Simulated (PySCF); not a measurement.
```xyz
3
charge 1 multiplicity 1, angstrom
Co    0.1481    0.0000    0.0000
O    -0.2808   -1.4446    0.0000
O    -0.2808    1.4446    0.0000
```

Computed with PBE0 in PySCF with Co def2-TZVP, O def2-TZVP; no relativity; density-fitted integrals.

This geometry of [CoO2]+ is a stationary point at this level.

Task: What is the point group?

Result: C2v.

Task: Is it a minimum?

Result: Yes: all harmonic wavenumbers are real.

Task: List the harmonic modes with their infrared intensities.

Result: 
```tsv
symmetry	ω (cm⁻¹)	IR (km/mol)	type
a1	216	22.6	bend
a1	1061	2.9	stretch
b2	1171	158	stretch
```

Task: Give the atomic charges and bond orders.

Result: 
| atom | Mulliken | Löwdin | polar tensor | Mayer order to Co1 |
| --- | --- | --- | --- | --- |
| Co1 | 1.39 | 0.76 | 1.77 | – |
| O2,3 | -0.20 | 0.12 | -0.38 | 1.81 |
Other Mayer orders above 0.3: O–O 0.78.

Task: Give the ideal-gas entropy at 298.15 K and 1 bar by parts.

Result: translation 165.1, rotation 83.5, vibration 8.8, spin 0.0; total 257.4 J/(mol K).

In C2v the vibrations span 2a1 + b2. Here b1 is antisymmetric to the molecular plane and b2 lies in it.

Stability towards spin polarisation was not tested. Other isomers or separated fragments may lie lower. At this level a broken-symmetry Ms = 0 minimum of C2v symmetry lies 58 kJ/mol below this structure.
